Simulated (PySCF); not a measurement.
BClGeH₄.

```xyz
7

B     -0.7958     0.7363     0.0000
Cl     0.1918     2.1858     0.0000
Ge     0.0603    -1.1485     0.0000
H     -0.4110    -1.9394    -1.2380
H      1.5981    -1.1131     0.0000
H     -0.4110    -1.9394     1.2380
H     -1.9866     0.9056     0.0000
```

Geometry: TPSSh-D3(BJ)/def2-SVP.

Calculation: PySCF with B3LYP/pcSseg-1. Non-relativistic, no solvent.

Problem. Give the absolute GIAO shielding of each atom: isotropic value and principal components (ppm). (Estimate from the structure and the level; the computed values follow.)

Solution. 
| atom | σ(iso) | σ11 | σ22 | σ33 | span |
|---|---|---|---|---|---|
| B1 | -5.2 | -111.4 | -8.6 | 104.4 | 215.8 |
| Cl2 | 480.4 | 55.1 | 306.3 | 1079.7 | 1024.6 |
| Ge3 | 1619.5 | 1544.2 | 1625.7 | 1688.7 | 144.4 |
| H4 | 27.6 | 22.0 | 22.8 | 38.1 | 16.1 |
| H5 | 27.9 | 21.9 | 23.7 | 38.1 | 16.2 |
| H6 | 27.6 | 22.0 | 22.8 | 38.1 | 16.1 |
| H7 | 22.8 | 18.4 | 23.6 | 26.4 | 7.9 |
